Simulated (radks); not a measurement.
Problem. The mean radii <r> (bohr) of the occupied orbitals of an atom or ion are listed with their occupations. Method: scalar-relativistic Kohn-Sham, PBE, spin-unpolarised, spherical densities, point nucleus; computed with a radial shooting solver on a logarithmic mesh with Libxc functionals.

orbital  occ.      <r>
1s          2  0.02558
2s          2   0.1097
2p          6  0.09619
3s          2   0.2919
3p          6   0.2899
3d         10   0.2665
4s          2   0.6730
4p          6   0.7140
4d         10   0.7948
5s          2    1.546
5p          3    1.729

Name the element and its charge.

Solution. Z = 56, barium, charge +5: Ba5+ in [Kr] 4d10 5s2 5p3. The 1s radius gives Z: for a bare nucleus <r> = (2 gamma + 1)/(2Z) with gamma = sqrt(1 - (Z/c)^2), 0.02523 bohr for Z = 56, and screening makes it slightly larger (0.02558 here). The occupations add up to 51, and the charge is Z minus that.
